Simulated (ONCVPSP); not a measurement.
**Which change was made? (Mn, ONCV)**

```
Element                 : manganese (Mn)
Generator               : ONCVPSP 4.0.1
Type                    : optimised norm-conserving Vanderbilt (ONCV)
Functional              : PBE
Relativity              : scalar-relativistic
Frozen core             : [Ne]
Valence charge          : 15
Reference configuration : 3s2 3p6 3d5 (charge +2)
Partial waves           : 3s: rc 1.30 bohr, ncon 3, nbas 7, qcut 7.6 1/bohr, 2 projectors, debl 2.1 Ha; 3p: rc 1.40 bohr, ncon 4, nbas 7, qcut 12.4 1/bohr, 3 projectors, debl 3.5 Ha; 3d: rc 0.95 bohr, ncon 4, nbas 9, qcut 9.8 1/bohr, 3 projectors, debl 3.9 Ha
Local potential         : polynomial inside 0.90 bohr (lpopt 5, dvloc0 1 Ha)
Core correction         : Teter function, fcfact 1.5, rcfact 1.5
```

In the s channel the program set the typed energies aside and used -3.811, 0.250 Ha.

Cutoffs, loose and tight: the cutoffs (Ha) at which the residual kinetic energy of the hardest occupied pseudo-wave falls to 1 and 0.1 mHa per electron. They do not see the model core or the augmentation charge, which bear on the density cutoff. Test errors are all-electron minus pseudo excitation energies from the reference, over the configurations 3s2 3p6 3d5 4s2; 3s2 3p6 3d5 4s1; 3s2 3p6 3d4; 3s1 3p6 3d5 4s2; variants that change the core or the reference have their own tests.

The base gives: outcome: generated, projector energies reset by the program; cutoff, loose: 313 Ha; cutoff, tight: 361 Ha; bound ghosts: none; GHOST(+) flags above zero: d; largest test error (meV): -155.

Task: After one change the result is: outcome: generated, projector energies reset by the program; cutoff, loose: 313 Ha; cutoff, tight: 361 Ha; bound ghosts: none; GHOST(+) flags above zero: d; largest test error (meV): -302. Which change was it?
A. s: rc 1.86
B. reference 3s2 3p6 3d5 4s1.5; wave 3s: rc 1.30 bohr, ncon 3, nbas 7, qcut 7.6 1/bohr, 2 projectors, debl 2.1 Ha becomes 3s+4s: rc 1.30 bohr, ncon 3, nbas 7, qcut 7.6 1/bohr, 2 projectors
C. d: qcut 11.8
D. d: rc 1.3

Result: A. The others give: d: qcut 11.8 → outcome: generated, projector energies reset by the program; cutoff, loose: 77 Ha; cutoff, tight: 315 Ha; bound ghosts: none; GHOST(+) flags above zero: none; largest test error (meV): -144 | d: rc 1.3 → outcome: generated, projector energies reset by the program; cutoff, loose: 45 Ha; cutoff, tight: 108 Ha; bound ghosts: none; GHOST(+) flags above zero: none; largest test error (meV): -213 | reference 3s2 3p6 3d5 4s1.5; wave 3s: rc 1.30 bohr, ncon 3, nbas 7, qcut 7.6 1/bohr, 2 projectors, debl 2.1 Ha becomes 3s+4s: rc 1.30 bohr, ncon 3, nbas 7, qcut 7.6 1/bohr, 2 projectors → outcome: generated; cutoff, loose: 312 Ha; cutoff, tight: 360 Ha; bound ghosts: none; GHOST(+) flags above zero: d; largest test error (meV): +1.0.
